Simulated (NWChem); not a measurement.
Molecule: SiNH₄Cl; SMILES N[SiH2]Cl

```xyz
7

Si     0.5732    -0.5018     0.0451
N     -0.6111    -1.7419     0.1395
Cl    -0.1458     1.4254    -0.3828
H      1.5006    -0.8365    -1.0566
H      1.2349    -0.3985     1.3633
H     -1.2455    -1.7767     0.9293
H     -1.0663    -2.0721    -0.7038
```
Atoms are numbered in this order, from 1.

Level: B3LYP/6-31G* (spherical d) (NWChem), optimised geometry, unscaled harmonic frequencies. 

```tsv
frequency (cm⁻¹)	IR intensity (km/mol)
230	15.5
269	17.8
464	96.4
518	273.7
533	27.3
775	3.0
863	18.4
917	287.4
935	62.4
940	135.8
1628	53.6
2292	94.7
2306	156.2
3558	29.2
3650	28.2
```

The zero-point energy is 28.4 kcal/mol and the thermal correction to the enthalpy at 298.15 K (with zero-point energy) is 32.0 kcal/mol. The heat capacity Cv comes out as 15.9 cal/(mol K). The entropy at 298.15 K and 1 atm (symmetry number 1) comes out as 70.0 cal/(mol K) and the dipole moment comes out as 2.41 D.

Rigid rotor and harmonic oscillator.
